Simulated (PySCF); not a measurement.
1-bromo-2,2-dichloro-1-fluoroethene (C2BrCl2F), SMILES FC(Br)=C(Cl)Cl. Atoms are numbered in the order given.

```xyz
6

F      1.9580    -0.0705     0.0000
C      0.6444    -0.1221     0.0000
Br    -0.0532    -1.8450     0.0000
C     -0.0933     1.0011     0.0000
Cl     0.6805     2.5318     0.0000
Cl    -1.8021     0.9939     0.0000
```
Charge 0, spin multiplicity 1.

Geometry optimised at PBE0-D3(BJ)/def2-SVP.

The numbers are results of PySCF 2.14.0 with PBE0-D3(BJ)/def2-SVP, not measurements.

Frequencies are harmonic and unscaled.

```json
[
 {"mode": "1", "ν (cm⁻¹)": "110", "IR (km/mol)": "0.1", "moving atoms (share of kinetic energy)": "Cl 41 %, F 40 %, Br 12 %"},
 {"mode": "2", "ν (cm⁻¹)": "148", "IR (km/mol)": "0.8", "moving atoms (share of kinetic energy)": "Cl 55 %, Br 29 %, F 9 %"},
 {"mode": "3", "ν (cm⁻¹)": "241", "IR (km/mol)": "0.5", "moving atoms (share of kinetic energy)": "Cl 69 %, F 14 %, Br 14 %"},
 {"mode": "4", "ν (cm⁻¹)": "317", "IR (km/mol)": "0.1", "moving atoms (share of kinetic energy)": "C 81 %, F 11 %"},
 {"mode": "5", "ν (cm⁻¹)": "337", "IR (km/mol)": "0.1", "moving atoms (share of kinetic energy)": "Cl 50 %, Br 24 %, F 18 %"},
 {"mode": "6", "ν (cm⁻¹)": "354", "IR (km/mol)": "1.2", "moving atoms (share of kinetic energy)": "F 56 %, Cl 26 %, Br 11 %, C 8 %"},
 {"mode": "7", "ν (cm⁻¹)": "509", "IR (km/mol)": "0.2", "moving atoms (share of kinetic energy)": "Cl 48 %, F 35 %, C 13 %"},
 {"mode": "8", "ν (cm⁻¹)": "550", "IR (km/mol)": "0.6", "moving atoms (share of kinetic energy)": "C 95 %"},
 {"mode": "9", "ν (cm⁻¹)": "823", "IR (km/mol)": "124.4", "moving atoms (share of kinetic energy)": "C 78 %, Cl 14 %"},
 {"mode": "10", "ν (cm⁻¹)": "1008", "IR (km/mol)": "107.1", "moving atoms (share of kinetic energy)": "C 86 %, Cl 10 %"},
 {"mode": "11", "ν (cm⁻¹)": "1239", "IR (km/mol)": "133.1", "moving atoms (share of kinetic energy)": "C 71 %, F 29 %"},
 {"mode": "12", "ν (cm⁻¹)": "1727", "IR (km/mol)": "24.4", "moving atoms (share of kinetic energy)": "C 98 %"}
]
```
